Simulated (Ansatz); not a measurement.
System: chloro tellurohypochlorite, TeCl2, net charge 0, singlet state. SMILES: [Te](Cl)Cl
Geometry: optimised at B3LYP-D3(BJ)/def2-TZVP (Ansatz, a quantum-chemistry and plane-wave program).

Quantity: vertical ionisation energy (to the doublet state of charge +1; each state is the SCF solution reached for its spin), in eV. Cores are frozen in the correlated levels unless marked. UHF or UKS for open shells. No spin-orbit coupling. Frozen are the shells of the preceding noble gas and the d and f shells that filled before the atom's block. Past Kr the def2 sets carry scalar-relativistic core potentials. Basis-set limits of correlation are two-point, X^-3; Hartree-Fock from the larger set. The bracket is a focal-point correction in the basis named.

```json
[
 {"level": "HF/def2-QZVPPD", "program": "Ansatz", "vertical ionisation energy (eV)": "8.26"},
 {"level": "PBE/def2-TZVPD", "program": "Ansatz", "vertical ionisation energy (eV)": "8.59"},
 {"level": "PBE0/def2-TZVPD", "program": "Ansatz", "vertical ionisation energy (eV)": "8.83"},
 {"level": "CAM-B3LYP/def2-TZVPD", "program": "Ansatz", "vertical ionisation energy (eV)": "8.99"}
]
```

Task: Predict the RI-MP2/CBS(def2-TZVPPD,def2-QZVPPD)+[CCSD(T)-MP2]/def2-TZVPPD result (Ansatz).

Result: 8.98 eV, so CAM-B3LYP/def2-TZVPD differs from it by 0.01 eV.
